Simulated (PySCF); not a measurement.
C6H8FOSi (doublet state).
Numbering: `[CH3:1][CH2:2][O:3][Si@H:4]1[C:5]=[CH:6][CH:7]=[C:8]1[F:9]` (hydrogens: H10, H11, H12 on C1; H13, H14 on C2; H15 on Si4; H16 on C6; H17 on C7)

Cartesian coordinates in Å at the GFN2-xTB level; atoms count from 1:
```xyz
17
C6H8FOSi angstrom
C     -3.105   -0.312    0.071
C     -1.643   -0.125    0.446
O     -0.886    0.058   -0.725
Si     0.680    0.364   -0.947
C      1.493    1.698    0.098
C      2.497    1.251    0.833
C      2.763   -0.194    0.739
C      1.933   -0.830   -0.092
F      2.028   -2.160   -0.307
H     -3.467    0.566   -0.459
H     -3.213   -1.177   -0.578
H     -3.702   -0.459    0.966
H     -1.522    0.750    1.095
H     -1.271   -1.005    0.985
H      0.751    0.399   -2.392
H      3.106    1.848    1.494
H      3.551   -0.660    1.311
```

The hyperfine couplings belong to this conformer and change with its torsions.

Computed, not measured: UKS B3LYP, pcH-1 on C F H O Si, non-relativistic, mean-field spin-orbit, GIAO (PySCF). Geometry: GFN2-xTB, one conformer, isolated molecule. Couplings are sensitive to structure, and on GFN2-xTB geometries they can be far from those on DFT ones. Stability of the SCF solution: not tested.

(1) What is the g tensor, term by term?

(2) At 9.359 GHz, how far is the centre of the isotropic spectrum from where a free electron (g = 2.002319) resonates?

(3) What are the electron Larmor frequencies g μB B/h along the three axes at 340 mT?

(4) In a frozen sample, at which fields do the three g values resonate at 9.5, 34, 94 and 263 GHz (hyperfine left aside), and which band first spreads them over more than twice a line width of 1.0 mT?

Answers

(1) 
| Δg (ppm) | 1 | 2 | 3 |
| --- | --- | --- | --- |
| relativistic mass correction | -158 | -158 | -158 |
| gauge correction | 34 | 12 | 18 |
| orbital Zeeman/spin–orbit | -1112 | -141 | 948 |
| total | -1236 | -287 | 808 |

So g = 2.00108, 2.00203, 2.00313 and g_iso = 2.00208; the tensor is rhombic: the two nearest values differ by 46 % of g3 − g1. Axes: g1 points within 9° of the C7–C8 bond and g2 points within 15° of the C6–C7 bond.

(2) B = hν/(g μB) with μB/h = 13.99624 MHz/mT gives 333.95 mT for the free electron and 333.99 mT at g_iso, 0.04 mT higher.

(3) 9.5226, 9.5271, 9.5323 GHz for g1, g2 and g3, a range of 9.7 MHz.

(4) 
| band | GHz | B(g3) mT | B(g2) mT | B(g1) mT | spread mT |
| --- | --- | --- | --- | --- | --- |
| X | 9.5 | 338.85 | 339.03 | 339.19 | 0.35 |
| Q | 34.0 | 1212.72 | 1213.38 | 1213.95 | 1.24 |
| W | 94.0 | 3352.80 | 3354.63 | 3356.23 | 3.42 |
| J | 263.0 | 9380.71 | 9385.84 | 9390.29 | 9.58 |

The spread grows in proportion to the frequency. W band is the first where it exceeds 2.0 mT.

Largest spin populations (Mulliken): C5 (+1.01), C6 (-0.17) and C7 (+0.11). C5 is the only atom above +0.15. The positive populations add up to 1.19 and the negative ones to -0.19, together 2S = 1.

The HOMO–LUMO gaps are 4.47 eV among the α and 3.56 eV among the β orbitals.
